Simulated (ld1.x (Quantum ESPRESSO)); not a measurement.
u(r) = r·R(r): atom against pseudo-atom (copper)

Columns: radius, all-electron u(r) and pseudo u(r) of the 3s shell (level -123.06 eV) of copper in the configuration [Ne] 3s2 3p6 3d10 4s0 4p0; Wu–Cohen, scalar-relativistic, TM semilocal scheme, ld1.x (Quantum ESPRESSO) 7.5.

```csv
r (bohr),all-electron,pseudo
0.047,0.2641,0.0582
0.095,-0.3451,0.1221
0.142,-0.6784,0.1939
0.190,-0.6515,0.2817
0.237,-0.3918,0.3866
0.285,-0.0245,0.5164
0.332,0.3434,0.6648
0.380,0.6744,0.8309
0.427,0.9320,0.9931
0.475,1.1221,1.1387
0.522,1.2415,1.2442
0.570,1.3052,1.3054
0.617,1.3218,1.3218
0.665,1.3030,1.3030
0.712,1.2592,1.2592
0.760,1.1967,1.1967
0.807,1.1245,1.1245
0.855,1.0446,1.0446
0.902,0.9640,0.9640
0.950,0.8821,0.8821
0.997,0.8041,0.8041
1.045,0.7281,0.7281
1.092,0.6580,0.6580
1.140,0.5913,0.5913
1.187,0.5310,0.5310
1.235,0.4745,0.4745
```

Problem. How many radial nodes do the two functions have?

Solution. The all-electron 3s function has n − l − 1 = 2; the pseudo-wave has 0, since the states of the same l below it are removed with the core.

Problem. At about which radius was the pseudo-wave matched?

Solution. 0.65 bohr. The columns agree to 0.0005 from 0.57 bohr on; several derivatives are matched, so the curves merge somewhat inside the radius.

Problem. Where does each function peak?

Solution. Outermost all-electron maximum near 0.62 bohr, pseudo maximum near 0.62 bohr (to the table’s step).

Problem. Is the pseudo-wave norm-conserving?

Solution. Yes: the TM semilocal scheme keeps the norm inside the radius equal to the all-electron one, which fixes the energy derivative of the logarithmic derivative at the level.
